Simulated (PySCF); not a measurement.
## Niobium: a sound run and one with changed settings

Sound run: Nb [Kr] 4d4 5s1, Nb⁺ [Kr] 4d4. All numbers are calculated (PySCF 2.14, a scalar-relativistic core potential, in aug-cc-pVDZ-PP with ECP28MDF (5s5p4d2f, 54 functions)). In the sound run the correlated levels freeze 4s2 4p6 outside the core potential. The sound run starts from symmetry-adapted Hartree-Fock orbitals and uses a fine grid where one is needed.

Changed run: all electrons correlated in a basis built for the valence shell.

```tsv
species	method	sound run (hartree)	changed run (hartree)	converged
Nb	MP2	-56.18999	-56.36752	yes
Nb⁺	MP2	-55.95353	-56.11743	yes
```

Ionisation energy of Nb:

```tsv
method	sound run (eV)	changed run (eV)
UHF	5.998	5.998
MP2	6.434	6.805
SCS-MP2	6.143	6.480
```

A valence basis has no tight correlating functions, so it recovers only part of the core correlation, and not evenly between atom and ion.

For comparison, NIST gives 6.759 eV between the lowest levels.
